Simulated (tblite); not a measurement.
C8H10P (charge +1).
Atom-mapped SMILES: `[cH:1]1[cH:2][cH:3][c:4]2[c:5]([cH:6]1)[CH2:7][CH2:8][PH2+:9]2` (hydrogens: H10 on C1; H11 on C2; H12 on C3; H13 on C6; H14, H15 on C7; H16, H17 on C8; H18, H19 on P9)

Structure used (GFN2-xTB), in Å, numbered top down from 1:
```xyz
19
C8H10P angstrom
C      2.5140   -0.5683   -0.1525
C      2.4951    0.7920    0.1286
C      1.2931    1.4517    0.3103
C      0.1161    0.7174    0.1998
C      0.1202   -0.6591   -0.0849
C      1.3370   -1.2950   -0.2586
C     -1.2242   -1.3266   -0.1459
C     -2.3216   -0.2463   -0.2823
P     -1.5666    1.2765    0.3570
H      3.4591   -1.0684   -0.2940
H      3.4215    1.3390    0.2031
H      1.2688    2.5086    0.5276
H      1.3675   -2.3512   -0.4782
H     -1.2736   -2.0260   -0.9808
H     -1.3707   -1.9088    0.7672
H     -2.5642   -0.0813   -1.3373
H     -3.2438   -0.5113    0.2371
H     -1.9465    1.5699    1.6515
H     -1.8909    2.3965   -0.3750
```

Calculated harmonic vibrations of the isolated species, GFN2-xTB (tblite), most abundant isotopes, no scaling. This tight-binding method is rough: wavenumbers can miss measured ones by several per cent, in bad cases by 10 to 20. Modes of hydrogen on phosphorus can be 10 to 20 % off. One conformer, not necessarily the lowest.

Harmonic wavenumbers (cm⁻¹): 92.6, 135.8, 210.4, 315.5, 378.9, 424.7, 438.8, 473.5, 534.9, 579.1, 639.6, 666.3, 692.7, 726.4, 756.0, 781.6, 794.8, 864.0, 883.3, 921.8, 938.9, 943.7, 1000.3, 1029.6, 1040.0, 1076.1, 1086.8, 1142.2, 1155.4, 1173.1, 1203.7, 1227.3, 1229.6, 1282.3, 1330.6, 1396.6, 1411.8, 1435.7, 1454.2, 1561.7, 1573.1, 2376.8, 2418.7, 2939.4, 2971.8, 2984.5, 3010.4, 3091.7, 3100.0, 3109.3, 3117.3.

A = 2835, B = 1212, C = 869.5 MHz; mass 137.052 u (most abundant isotopes); point group C1, symmetry number 1.

Task: What is the zero-point energy?

Result: ½Σν̃ = 33062 cm⁻¹ = 395.51 kJ/mol.

Task: What is S at 350 K and 1 bar for an ideal gas of classical rigid rotors and harmonic oscillators?

Result: Translation 173.55, rotation 123.61, vibration 94.80: S = 392.0 J/(mol K).

Task: And Cp and H(350 K) − H(0)?

Result: Cp = 171.85 J/(mol K), of which vibrations give 138.59 (their classical limit is 51 R = 424.0); H(350 K) − H(0) = 31.78 kJ/mol without the zero-point energy, 20.14 from vibrations.

Task: What must be added to the electronic energy to get the Gibbs energy at 350 K and 1 bar?

Result: ZPE + [H(350 K) − H(0)] − T·S = 395.51 + 31.78 − 137.19 = 290.10 kJ/mol.

Task: How do the functions run with temperature in this model?

Result: 
```
 T (K)  S (J/(mol K))  Cp (J/(mol K))  H − H(0) (kJ/mol)  G − H(0) (kJ/mol)  ln q(vib)
   150          294.7            74.0               7.44             -36.77       1.13
   250          343.1           121.1              17.11             -68.66       2.64
298.15          366.5           145.9              23.54             -85.74       3.49
   400          416.5           195.1              40.96            -125.62       5.50
   600          510.3           267.6              87.76            -218.44       9.89
   900          632.4           332.8             178.75            -390.43      16.66
```

q(vib) and H(0) count from the zero-point level.

Task: Which modes carry the vibrational entropy at 350 K?

Result: 92.6 cm⁻¹: 16.40; 135.8 cm⁻¹: 13.27; 210.4 cm⁻¹: 9.78; 315.5 cm⁻¹: 6.71; 378.9 cm⁻¹: 5.42; 424.7 cm⁻¹: 4.66 J/(mol K); the other 45 give 38.57 together.

Task: Blend soft modes into free rotors: weight 1/[1 + (100 cm⁻¹/ν̃)⁴] for the oscillator and the rest for a rotor with moment μB/(μ + B), μ = h/(8π²ν), B = 10⁻⁴⁴ kg m². What vibrational entropy results?

Result: 92.41 J/(mol K) in place of 94.80, which changes −T·S at 350 K by +0.84 kJ/mol.

Hindered rotation and anharmonicity are outside this model. Other conformers, if any are populated, would add a mixing term that is left out. The structure is chiral; the term R ln 2 for an equal mix with its mirror image is left out.

On Intel Xeon at 2.50 GHz, one thread, no GPU, shared host with 64 logical CPUs at a one-minute load of 11, this took 2.3 s wall, 2.0 s CPU. This covers the Hessian and the dipole derivatives.
